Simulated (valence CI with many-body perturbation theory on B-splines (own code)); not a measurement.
Hyperfine factors and g values of Pd XV

Computed by configuration interaction combined with many-body perturbation theory (CI+MBPT): four valence electrons over a frozen Dirac-Fock core [Ar] 3d10, a basis of 11 s, 11 p, 10 d, 8 f, 5 g, 2 h functions for each j, with the one-electron correlation potential Σ1, the two-electron term Σ2, the three-electron term Σ3, Breit, model QED; selected CI, second order for the rest, scaled by the run's own slope (own B-spline code, finite nucleus).

No measured levels were compared; by estimate levels hold to about 250 cm⁻¹ or 0.2 % of their energy and the worst to 1 %, as in measured heavy ions of charge 2 to 7; those with d or f electrons hold less well. Among the levels kept, up to 560 cm⁻¹ of a level comes from second order outside the variational space, and about a tenth of that is noise between levels of different J, which matters for small intervals.

A/g_I is the dipole constant over the nuclear g factor μ/I (μ in nuclear magnetons, uniformly magnetised nucleus), B/Q the quadrupole constant per barn. Both hold the static response of the core; the bare values leave it out. Large factors of s and p1/2 electrons are usually good to 5 to 10 %; those of open d and f shells near neutrality can be off by tens of per cent, and small factors of p3/2, d and f electrons come from cancelling terms and can be off by a factor of two or in sign, in half-filled shells by more. B is blank for J = 1/2, where it vanishes, and for nearly pure S terms. Energies count from the lowest level. Levels with J = 0 are left out.

Names give the largest LS component (configuration and term), which can be under half, so a name can repeat, a term be missing and a line seem to break the LS rules; names also repeat where a configuration has a term twice.

```tsv
Level	E (eV)	g	A/g_I (MHz)	A/g_I bare	B/Q (MHz/b)	B/Q bare
4s2.4p2 3P_1	4.57	1.500	-1320	-1390	6190	5770
4s2.4p2 3P_2	6.21	1.286	13700	12800	2830	2640
4s2.4p2 1D_2	12.19	1.213	7730	7240	9470	8840
4s.4p3 5S°_2	35.50	1.930	35300	33200	1460	1360
4s.4p3 3D°_1	42.67	0.717	-19400	-18200	10200	9540
4s.4p3 3D°_2	43.31	1.280	24800	23400	15200	14200
4s.4p3 3D°_3	45.12	1.333	32100	30300	-880	-803
4s.4p3 3P°_1	49.65	1.340	37400	35300	-10700	-10000
4s.4p3 3P°_2	50.31	1.306	16000	15100	-13900	-13000
4s.4p3 1D°_2	55.60	1.147	24700	23300	-4710	-4430
4s.4p3 3S°_1	55.98	1.609	-3200	-3070	408	381
4s.4p3 1P°_1	62.79	1.330	-13300	-12600	-212	-183
4s2.4p.4d 3F°_2	63.85	0.699	11000	10500	7360	6810
4s2.4p.4d 3F°_3	66.33	1.092	6760	6420	7270	6720
4s2.4p.4d 3P°_2	69.32	1.251	-834	-717	276	207
4s2.4p.4d 3F°_4	70.45	1.250	3190	3010	14900	13800
4s2.4p.4d 3D°_1	70.65	0.858	-7170	-6670	1570	1450
4s2.4p.4d 1D°_2	73.70	1.092	2210	2050	-1460	-1400
4s2.4p.4d 3P°_1	75.29	1.167	4190	4010	-6240	-5800
4s2.4p.4d 3D°_3	75.49	1.292	5220	4920	-4230	-3950
4s2.4p.4d 3D°_2	76.03	1.293	5320	5060	-8360	-7790
4s2.4p.4d 1F°_3	80.75	1.031	4420	4200	12600	11700
4s2.4p.4d 1P°_1	81.90	0.975	-2040	-1820	1880	1730
4p4 3P_2	85.53	1.374	7320	6960	1620	1510
4p4 3P_1	90.96	1.493	1050	1070	-4710	-4400
4p4 1D_2	92.01	1.123	14200	13400	-14900	-13900
4s.4p2.4d 5F_1	93.99	0.135	-25900	-24300	144	105
4s.4p2.4d 5F_2	94.71	1.095	8920	8480	3940	3630
4s.4p2.4d 5F_3	96.05	1.321	14400	13600	6550	6040
4s.4p2.4d 5F_4	98.31	1.371	14800	14000	7300	6710
4s.4p2.4d 5D_1	98.53	1.402	20100	19000	-6980	-6480
4s.4p2.4d 5D_2	98.75	1.341	17700	16800	-8300	-7720
4s.4p2.4d 5D_3	99.14	1.356	20600	19400	-7790	-7270
4s.4p2.4d 5D_4	100.32	1.397	21100	19900	2130	1960
```

Question: Take the isotope of mass number 105, with I = 5/2, μ = -0.642 μN and Q = 0.66 b. What is the hyperfine structure of 4s2.4p2 3P_2?

Answer: From the table A = -3520 MHz, B = 1870 MHz. Shifts from the centre of gravity in MHz: F = 1/2: 25900, F = 3/2: 19800, F = 5/2: 10100, F = 7/2: -2550, F = 9/2: -17100.
